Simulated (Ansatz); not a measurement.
`CC(=O)SC12CC3CC(CC(C3)C1)C2` with charge -1. Charge -1, multiplicity 2. Geometry PBE0-D4/def2-SVP.

```
atom   x (Å)   y (Å)   z (Å)
  C1  -1.700  -4.205  -0.795
  C2  -1.341  -2.737  -0.887
  O3  -1.027  -2.219  -1.991
  S4  -0.241  -2.372   0.687
  C5   0.068  -0.594   0.420
  C6  -1.221   0.159   0.064
  C7  -0.926   1.650  -0.126
  C8   0.085   1.826  -1.263
  C9   1.382   1.091  -0.912
 C10   1.960   1.673   0.382
 C11   0.950   1.491   1.520
 C12  -0.344   2.232   1.166
 C13   0.645   0.000   1.710
 C14   1.086  -0.399  -0.713
 H15  -2.028  -4.479   0.222
 H16  -2.519  -4.414  -1.506
 H17  -0.858  -4.881  -1.078
 H18  -1.961   0.005   0.868
 H19  -1.628  -0.286  -0.856
 H20  -1.861   2.182  -0.380
 H21  -0.333   1.416  -2.198
 H22   0.286   2.901  -1.434
 H23   2.111   1.219  -1.733
 H24   2.197   2.746   0.254
 H25   2.905   1.161   0.634
 H26   1.369   1.905   2.456
 H27  -1.074   2.127   1.988
 H28  -0.142   3.314   1.048
 H29   1.562  -0.552   1.985
 H30  -0.075  -0.147   2.534
 H31   2.009  -0.946  -0.452
 H32   0.664  -0.867  -1.616
```

At PBE-D4/def2-SVP, PBE0-D4/def2-SVP the highest occupied level of the relaxed charge -1 doublet lies above zero (up to 2.82 eV). By energy differences, losing it releases 0.78 eV (each at its own geometry, to the charge 0 singlet, at PBE-D4/def2-SVP).

(1) Estimate the α-spin orbital energies around the gap (eV) in Ansatz with PBE-D4/def2-SVP, PBE0-D4/def2-SVP.

Results:

(1) 
```csv
orbital,PBE-D4/def2-SVP,PBE0-D4/def2-SVP
HOMO−5,-3.13,-4.48
HOMO−4,-2.71,-4.28
HOMO−3,-2.52,-3.78
HOMO−2,-0.37,-1.69
HOMO−1,0.07,-1.16
HOMO,2.82,1.63
LUMO,3.50,4.31
LUMO+1,4.68,5.55
LUMO+2,4.77,5.64
LUMO+3,4.82,5.70
LUMO+4,5.15,6.07
LUMO+5,5.33,6.22
β HOMO,0.19,-1.03
β LUMO,3.48,4.30
```
